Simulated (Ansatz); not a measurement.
The same path of CH₅BFNO (10 atoms, charge 0, multiplicity 1) was run twice with different band settings. Lost on the way: B1–N3, C2–O4. Made: B1–O4. The coordinate that changes most is the dihedral H7–B1–C2–O4.

Theory: Ansatz, RKS r2SCAN-D4/cc-pVDZ.

Relaxed end points:

```xyz
10
Properties=species:S:1:pos:R:3
B -0.748 0.324 0.906
C 0.145 0.514 -0.350
N -0.094 -0.948 0.041
O 1.451 0.888 -0.336
F -0.397 0.684 -1.609
H -1.941 0.382 0.760
H -0.232 0.432 1.988
H -0.666 -1.488 -0.606
H 0.724 -1.442 0.392
H 1.841 0.602 -1.183
```

```xyz
10
Properties=species:S:1:pos:R:3
B 0.278 0.769 0.542
C -0.037 -0.415 -0.472
N -0.519 -1.601 -0.162
O 1.290 1.697 0.102
F 0.051 -0.261 -1.788
H -0.907 1.186 0.597
H 0.520 0.223 1.624
H -0.878 -2.240 -0.867
H -0.611 -1.828 0.823
H 0.895 2.420 -0.397
```

Common settings: movable images 7; climbing image yes; spring 5.0 eV/Å²; start path through a guess of the saddle point; force threshold 0.05 eV/Å; iteration limit 60; end points relaxed.

| run | optimiser | largest step |
| --- | --- | --- |
| 1 | quadratic models (default) | default |
| 2 | fire | 0.5 Å |

**Question.** What does each run give, and how far can it be trusted?

**Answer.** Run 1: converged after 15 iterations, highest image 0.567 eV above the first end. A vibrational analysis at the climbing image gives 2 clearly imaginary modes (309i, 221i cm⁻¹): a point of higher order, so a lower path passes nearby.
Run 2: not converged after 60 iterations, highest image 0.565 eV above the first end. The band didn't meet its force threshold, so its energies are provisional: the largest band force was still 0.32 eV/Å, and over the last iterations the top stayed at 0.57 eV.
The orbitals stay closed-shell, which can raise the energy where a bond breaks towards radicals; this wasn't checked here.
